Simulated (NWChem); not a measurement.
System: WNH₃O₃; SMILES [NH]=[W](=[O])([OH])[OH]

Input file for NWChem:

```
start job
memory heap 200 mb stack 900 mb global 1100 mb
geometry units angstroms
  W      0.017238     0.014772    -0.017611
  O      1.587365     0.350566     0.529428
  N     -0.235910     0.678342    -1.663511
  H     -0.151538     1.130458    -2.574179
  O     -0.236519    -1.851377    -0.004036
  H     -0.166406    -2.792798    -0.206653
  O     -1.213481     0.755336     1.200201
  H     -1.730954     1.381702     1.721863
end
basis spherical
  * library def2-svp
end
ecp
  W library def2-ecp
end
dft
  xc pbe0
  iterations 150
end
driver
  maxiter 120
end
task dft optimize
```

Parts of the log:

```
             Northwest Computational Chemistry Package (NWChem) 7.3.0
             --------------------------------------------------------

 C1  symmetry detected

                             Geometry "geometry" -> ""
                             -------------------------

 Output coordinates in angstroms (scale by  1.889725989 to convert to a.u.)

  No.       Tag          Charge          X              Y              Z
 ---- ---------------- ---------- -------------- -------------- --------------
    1 W                   74.0000     0.03299812     0.00001090     0.01929440
    2 O                    8.0000     0.39577658     0.00047605     1.67630968
    3 N                    7.0000     1.53545526    -0.01023557    -0.95841385
    4 H                    1.0000     2.49744724    -0.01554440    -1.29810041
    5 O                    8.0000    -1.02260666    -1.51207255    -0.36331660
    6 H                    1.0000    -1.31681610    -2.42293209    -0.48988157
    7 O                    8.0000    -1.00785560     1.52097221    -0.36731983
    8 H                    1.0000    -1.29319320     2.43431358    -0.49629235

 Effective nuclear repulsion energy (a.u.)     798.9060909472

                                Z-matrix (autoz)
                                --------

 Units are Angstrom for bonds and degrees for angles

      Type          Name      I     J     K     L     M      Value
      ----------- --------  ----- ----- ----- ----- ----- ----------
    1 Stretch                  1     2                       1.69626
    2 Stretch                  1     3                       1.79259
    3 Stretch                  1     5                       1.88337
    4 Stretch                  1     7                       1.88313
    5 Stretch                  3     4                       1.02022
    6 Stretch                  5     6                       0.96553
    7 Stretch                  7     8                       0.96553
    8 Bend                     1     3     4               166.39504
    9 Bend                     1     5     6               162.71144
   10 Bend                     1     7     8               162.70598
   11 Bend                     2     1     3               110.70419
   12 Bend                     2     1     5               108.57482
   13 Bend                     2     1     7               108.57487
   14 Bend                     3     1     5               110.75537
   15 Bend                     3     1     7               110.84898
   16 Bend                     5     1     7               107.27443
   17 Torsion                  2     1     3     4          -0.19272
   18 Torsion                  2     1     5     6         -66.86686
   19 Torsion                  2     1     7     8          66.86563
   20 Torsion                  3     1     5     6          54.88288
   21 Torsion                  3     1     7     8         -54.94319
   22 Torsion                  4     3     1     5        -120.68369
   23 Torsion                  4     3     1     7         120.36036
   24 Torsion                  5     1     7     8        -175.97771
   25 Torsion                  6     5     1     7         175.97644

                           NWChem Geometry Optimization
                           ----------------------------

 maximum gradient threshold         (gmax) =   0.000450
 rms gradient threshold             (grms) =   0.000300
 maximum cartesian step threshold   (xmax) =   0.001800
 rms cartesian step threshold       (xrms) =   0.001200
 fixed trust radius                (trust) =   0.300000
 source of zmatrix                         =   autoz

          -------------------
          Energy Minimization
          -------------------

 Using diagonal initial Hessian
 Scaling for Hessian diagonals: bonds = 1.00  angles = 0.25  torsions = 0.10

          --------
          Step   0

                                 NWChem DFT Module
                                 -----------------

 Summary of "ao basis" -> "ao basis" (spherical)
 ------------------------------------------------------------------------------
       Tag                 Description            Shells   Functions and Types
 ---------------- ------------------------------  ------  ---------------------
 W                          def2-svp                12       32   6s3p2d1f
 O                          def2-svp                 6       14   3s2p1d
 N                          def2-svp                 6       14   3s2p1d
 H                          def2-svp                 3        5   2s1p

            General Information
            -------------------
          SCF calculation type: DFT
          Wavefunction type:  closed shell.
          No. of atoms     :     8
          No. of electrons :    48
           Alpha electrons :    24
            Beta electrons :    24
          Charge           :     0
          Spin multiplicity:     1
          Use of symmetry is: off; symmetry adaption is: off
          Maximum number of iterations: 150
          AO basis - number of functions:   103
                     number of shells:    45
          Convergence on energy requested:  1.00D-06
          Convergence on density requested:  1.00D-05
          Convergence on gradient requested:  5.00D-04

              XC Information
              --------------
                         PBE0 Method XC Functional
                     Hartree-Fock (Exact) Exchange  0.250
          PerdewBurkeErnzerhof Exchange Functional  0.750
            Perdew 1991 LDA Correlation Functional  1.000 local
           PerdewBurkeErnz. Correlation Functional  1.000 non-local

             Grid Information
             ----------------
          Grid used for XC integration:  medium
          Radial quadrature: Mura-Knowles
          Angular quadrature: Lebedev.
          Tag              B.-S. Rad. Rad. Pts. Rad. Cut. Ang. Pts.
          ---              ---------- --------- --------- ---------
          W                   1.35      123          10.0       590
          O                   0.60       49          11.0       434
          N                   0.65       49          10.0       434
          H                   0.35       45          12.0       434
          Grid pruning is: on
          Number of quadrature shells:   454
          Spatial weights used:  Erf1

      Superposition of Atomic Density Guess
      -------------------------------------

 Sum of atomic energies:        -352.99209671

      Non-variational initial energy
      ------------------------------

 Total energy =    -346.527735
 1-e energy   =    -936.302929
 2-e energy   =     368.231386
 HOMO         =      -0.357911
 LUMO         =      -0.010618

   convergence    iter        energy       DeltaE   RMS-Dens  Diis-err
 ---------------- ----- ----------------- --------- --------- ---------
 d= 0,ls=0.0,diis     1   -348.4855457980 -5.70D+02  4.63D-02  3.76D+00
 d= 0,ls=0.0,diis     2   -343.1374834840  5.35D+00  3.84D-02  5.00D+01
 d= 0,ls=0.0,diis     3   -348.7831365375 -5.65D+00  7.88D-03  1.46D+00
 d= 0,ls=0.0,diis     4   -348.9010972912 -1.18D-01  2.83D-03  2.97D-01
 d= 0,ls=0.0,diis     5   -348.9259869154 -2.49D-02  1.33D-03  3.93D-02
  Resetting Diis
 d= 0,ls=0.0,diis     6   -348.9299987296 -4.01D-03  4.23D-04  5.91D-03
 d= 0,ls=0.0,diis     7   -348.9306012185 -6.02D-04  3.15D-04  3.68D-04
 d= 0,ls=0.0,diis     8   -348.9304371102  1.64D-04  2.37D-04  1.97D-03
 d= 0,ls=0.0,diis     9   -348.9306334385 -1.96D-04  5.86D-05  7.88D-05
 d= 0,ls=0.0,diis    10   -348.9306422253 -8.79D-06  8.75D-06  2.97D-06
 d= 0,ls=0.0,diis    11   -348.9306425065 -2.81D-07  2.87D-06  1.46D-07

         Total DFT energy =     -348.930642506544
      One electron energy =     -941.127743392941
           Coulomb energy =      411.635476102963
    Exchange-Corr. energy =      -40.982183868788
 Nuclear repulsion energy =      221.543808652222

 Numeric. integr. density =       47.999988223611

                       DFT Final Molecular Orbital Analysis
                       ------------------------------------

[...]

      ----------------------
      Optimization converged
      ----------------------

  Step       Energy      Delta E   Gmax     Grms     Xrms     Xmax
  ---- ---------------- -------- -------- -------- -------- --------
@   15    -348.94350572 -5.8D-09  0.00006  0.00001  0.00080  0.00157
                                     ok       ok       ok       ok

                                Z-matrix (autoz)
                                --------

 Units are Angstrom for bonds and degrees for angles

      Type          Name      I     J     K     L     M      Value     Gradient
      ----------- --------  ----- ----- ----- ----- ----- ---------- ----------
    1 Stretch                  1     2                       1.70684    0.00006
    2 Stretch                  1     3                       1.75192   -0.00000
    3 Stretch                  1     5                       1.89207   -0.00001
    4 Stretch                  1     7                       1.89212   -0.00001
    5 Stretch                  3     4                       1.01642   -0.00001
    6 Stretch                  5     6                       0.96223   -0.00001
    7 Stretch                  7     8                       0.96224   -0.00001
    8 Bend                     1     3     4               147.95886   -0.00003
    9 Bend                     1     5     6               127.08889    0.00001
   10 Bend                     1     7     8               127.06173    0.00001
   11 Bend                     2     1     3               109.40195   -0.00001
   12 Bend                     2     1     5               109.12164    0.00001
   13 Bend                     2     1     7               109.14376    0.00001
   14 Bend                     3     1     5               108.58981    0.00000
   15 Bend                     3     1     7               108.58322    0.00000
   16 Bend                     5     1     7               111.96739   -0.00001
   17 Torsion                  2     1     3     4           0.18545    0.00001
   18 Torsion                  2     1     5     6        -124.58908    0.00000
   19 Torsion                  2     1     7     8         124.41791   -0.00001
   20 Torsion                  3     1     5     6          -5.40898   -0.00000
   21 Torsion                  3     1     7     8           5.22886   -0.00000
   22 Torsion                  4     3     1     5        -118.81861    0.00000
   23 Torsion                  4     3     1     7         119.21236    0.00001
   24 Torsion                  5     1     7     8        -114.65686   -0.00000
   25 Torsion                  6     5     1     7         114.47288   -0.00000

                         Geometry "geometry" -> "geometry"
                         ---------------------------------

 Output coordinates in angstroms (scale by  1.889725989 to convert to a.u.)

  No.       Tag          Charge          X              Y              Z
 ---- ---------------- ---------- -------------- -------------- --------------
    1 W                   74.0000    -0.08353547     0.00043218     0.12583582
    2 O                    8.0000     0.50190818    -0.00011748     1.72913359
    3 N                    7.0000     1.26901271    -0.00764343    -0.98760933
    4 H                    1.0000     2.27689971    -0.01441991    -1.11887694
    5 O                    8.0000    -1.10939759    -1.56350140    -0.15993040
    6 H                    1.0000    -0.98098587    -2.22408863    -0.84769003
    7 O                    8.0000    -1.09460220     1.57309605    -0.16500819
    8 H                    1.0000    -0.95809385     2.23123073    -0.85357505

 Effective nuclear repulsion energy (a.u.)     803.5831589783

                Final and change from initial internal coordinates
                --------------------------------------------------

                                Z-matrix (autoz)
                                --------

 Units are Angstrom for bonds and degrees for angles

      Type          Name      I     J     K     L     M      Value       Change
      ----------- --------  ----- ----- ----- ----- ----- ---------- ----------
    1 Stretch                  1     2                       1.70684    0.01058
    2 Stretch                  1     3                       1.75192   -0.04068
    3 Stretch                  1     5                       1.89207    0.00870
    4 Stretch                  1     7                       1.89212    0.00899
    5 Stretch                  3     4                       1.01642   -0.00380
    6 Stretch                  5     6                       0.96223   -0.00330
    7 Stretch                  7     8                       0.96224   -0.00329
    8 Bend                     1     3     4               147.95886  -18.43617
    9 Bend                     1     5     6               127.08889  -35.62255
   10 Bend                     1     7     8               127.06173  -35.64425
   11 Bend                     2     1     3               109.40195   -1.30224
   12 Bend                     2     1     5               109.12164    0.54683
   13 Bend                     2     1     7               109.14376    0.56888
   14 Bend                     3     1     5               108.58981   -2.16556
   15 Bend                     3     1     7               108.58322   -2.26576
   16 Bend                     5     1     7               111.96739    4.69295
   17 Torsion                  2     1     3     4           0.18545    0.37817
   18 Torsion                  2     1     5     6        -124.58908  -57.72222
   19 Torsion                  2     1     7     8         124.41791   57.55229
   20 Torsion                  3     1     5     6          -5.40898  -60.29186
   21 Torsion                  3     1     7     8           5.22886   60.17205
   22 Torsion                  4     3     1     5        -118.81861    1.86509
   23 Torsion                  4     3     1     7         119.21236   -1.14801
   24 Torsion                  5     1     7     8        -114.65686   61.32085
   25 Torsion                  6     5     1     7         114.47288  -61.50355

 ==============================================================================
                                internuclear distances
 ------------------------------------------------------------------------------
       center one      |      center two      | atomic units |  angstroms
 ------------------------------------------------------------------------------
    2 O                |   1 W                |     3.22546  |     1.70684
    3 N                |   1 W                |     3.31064  |     1.75192
    4 H                |   3 N                |     1.92076  |     1.01642
    5 O                |   1 W                |     3.57550  |     1.89207
    6 H                |   5 O                |     1.81834  |     0.96223
    7 O                |   1 W                |     3.57559  |     1.89212
    8 H                |   7 O                |     1.81836  |     0.96224
 ------------------------------------------------------------------------------
                         number of included internuclear distances:          7
 ==============================================================================
```

Level: PBE0/def2-SVP with def2 effective core potentials on W. No frequency run checked for a minimum. def2 effective core potentials on W; no spin-orbit coupling.
